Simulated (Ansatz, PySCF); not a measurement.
H2O2Zn, SMILES [OH][Zn][OH]. Atoms are numbered in the order given.

```xyz
5

Zn     0.0000     0.0000     0.0144
O      0.0000     1.7670    -0.1179
H      0.0000     2.2305     0.7272
O      0.0000    -1.7670    -0.1179
H      0.0000    -2.2305     0.7272
```
Charge 0, spin multiplicity 1.

The structure is a stationary point at TPSSh-D3(BJ)/def2-TZVP. The geometry has at least one imaginary mode, so it is a saddle point at that level. The isomer is the one that the SMILES or the coordinates give; other isomers of the formula were not compared. Other conformers were not sampled.

Vertical ionisation energy (IE) and electron affinity (EA) in eV. Rows of orbital energies are one-electron estimates. Where ΔSCF, EOM or ADC give a negative EA the extra electron is unbound and the value depends on the basis.

| level | IE | EA |
|---|---|---|
| −ε(HOMO), −ε(LUMO), HF/def2-TZVPD (PySCF) | 12.43 | -0.74 |
| −ε(HOMO), −ε(LUMO), PBE/def2-TZVPD (PySCF) | 6.58 | 2.15 |
| ΔSCF, CAM-B3LYP/def2-TZVPD (Ansatz), final states of multiplicity 2 and 2 | 10.91 | -0.14 |
| ΔSCF, PBE/def2-TZVPD (Ansatz), final states of multiplicity 2 and 2 | 10.11 | -0.04 |

Problem. What vertical singlet–triplet gap does ΔSCF give with CAM-B3LYP/def2-TZVPD (Ansatz, a program for electronic structure) and with PBE/def2-TZVPD (Ansatz)? (Estimate from the structure and the level; the computed values follow.)

Solution. 5.28 and 4.45 eV (triplet above singlet where positive).
